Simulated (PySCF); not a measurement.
Planning an excited-state job on `CC#[C][GeH2][AsH2]`.

Method: TDDFT wB97X-D/def2-SVPD, vertical, gas phase, core orbitals frozen in the response (PySCF 2.14.0, density-fitted response routines). Geometry: GFN2-xTB. Work: 8 singlets by full TDDFT, 3 Tamm–Dancoff triplets, polarisability, density fitting. The input is one job of a driver script: a line of settings, then coordinates in Å.

Command:
```bash
OMP_NUM_THREADS=1 python probes_run.py task.json out
```

Input:
```
{"job": {"kind": "uv", "xc": "wB97X-D", "basis": "def2-SVPD", "nstates": 8, "ntriplets": 3}, "charge": 0, "multiplicity": 1}
C     -2.553972    -0.888850     0.161853
C     -1.300348    -0.169010     0.089625
C     -0.269175     0.453131     0.023288
Ge     1.419871     1.323354    -0.050514
As     3.283162    -0.095049     0.410066
H     -3.101632    -0.777680    -0.773845
H     -2.366476    -1.948109     0.338672
H     -3.162606    -0.496243     0.976310
H      1.476962     1.968603    -1.422292
H      1.305961     2.498636     0.902146
H      2.717164    -1.159518    -0.486164
H      2.552286    -0.709950     1.569546
```

Hardware: Arm Neoverse N1, one thread, no GPU, shared host with 32 logical CPUs at a one-minute load of 23. PySCF's memory limit was set to 1040 MB.

Question: How large is the basis?

Answer: 192 functions for 90 electrons, with 930 fitting functions; the fitted three-index integrals, 930 × 192 × 193/2 numbers of 8 bytes, come to 130 MiB.

Question: Estimate the wall time.

Answer: About 55 s. The SCF took 12 cycles.

Question: How much memory does it need at the peak?

Answer: About 0.77 GiB. Peak memory is the resident size of the whole Python process, interpreter and libraries included.

Times come from a shared host and carry two figures at best.

The run converged: HOMO -9.00 eV, LUMO 1.33 eV; lowest singlet 6.05 eV; lowest triplet 5.08 eV (Tamm–Dancoff); mean polarisability 101.0 au.
